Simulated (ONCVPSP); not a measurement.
gold (Au): ONCV pseudisation with PBE, scalar-relativistic reference atom.

- Element: gold (Au)
- Generator: ONCVPSP 4.0.1
- Type: optimised norm-conserving Vanderbilt (ONCV)
- Functional: PBE
- Relativity: scalar-relativistic
- Frozen core: [Xe] 4f14
- Valence charge: 11
- Reference configuration: 5d10 6s0.75 (charge +0.25)
- Partial waves: 6s: rc 2.40 bohr, ncon 3, nbas 6, qcut 2.2 1/bohr, 2 projectors, debl 1.4 Ha; p scattering state at 0.3 Ha: rc 2.20 bohr, ncon 4, nbas 7, qcut 3.3 1/bohr, 2 projectors, debl 1.6 Ha; 5d: rc 2.15 bohr, ncon 3, nbas 7, qcut 7 1/bohr, 2 projectors, debl 1.9 Ha
- Local potential: polynomial inside 1.80 bohr (lpopt 3, dvloc0 3 Ha)
- Core correction: Teter function, fcfact 2, rcfact 1.8

All-electron outer shells of the reference configuration (PBE, scalar-relativistic, ld1.x):

| shell | level (eV) | outermost node (bohr) | outermost maximum (bohr) |
| --- | --- | --- | --- |
| 5p | -61.80 | 0.52 | 0.96 |
| 5d | -8.88 | 0.56 | 1.21 |
| 6s | -7.54 | 1.11 | 2.29 |

Q: Estimate the cutoffs (Ha) at which the residual kinetic energy of the hardest occupied pseudo-wave falls to 1 and 0.1 mHa per electron.

A: 17 Ha and 22 Ha.

Q: Does the potential have ghost states?

A: No bound ghost flagged; GHOST(+) flagged for s at 88.3 eV, p at 345.4 eV.

Q: Tests: 5d10 6s1; 5d10 6s0; 5d9 6s0; 5d9 6s2. Which has the largest error in its energy relative to the reference configuration, and how large is it?

A: 5d9 6s0, with -180 meV (all-electron minus pseudo) on +28.96 eV.
